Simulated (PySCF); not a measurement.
ISn (SMILES [Sn+][I]), charge +1, singlet, geometry from GFN2-xTB (such geometries of metal compounds can be far from the true shape) (core potentials on I, Sn).

PySCF was given this input:
```python
from pyscf import gto, scf

mol = gto.Mole()
mol.atom = '''
    Sn   -0.000000   -0.000000   -1.376749
    I     0.000000    0.000000    1.298820
'''
mol.basis = 'def2-tzvp'
mol.ecp = {'I': 'def2-tzvp', 'Sn': 'def2-tzvp'}
mol.charge = 1
mol.spin = 0
mol.verbose = 4
mol.build()

mf = scf.RHF(mol)
mf = mf.density_fit(auxbasis='def2-universal-jkfit')
mf.kernel()
```

### Question
What does this run give for the HOMO-LUMO gap, nuclear repulsion energy, HOMO energy, number of basis functions, total energy, Mulliken (on the basis functions themselves) charges in atom order?

### Answer

```json
{
  "HOMO-LUMO gap": "9.37 eV",
  "nuclear_repulsion_energy": "108.7797 Eh",
  "HOMO energy": "-15.37 eV",
  "number_of_basis_functions": "100",
  "total_energy": "-509.8229 Eh",
  "Mulliken (on the basis functions themselves) charges in atom order": "Sn1 1.07, I2 -0.07"
}
```
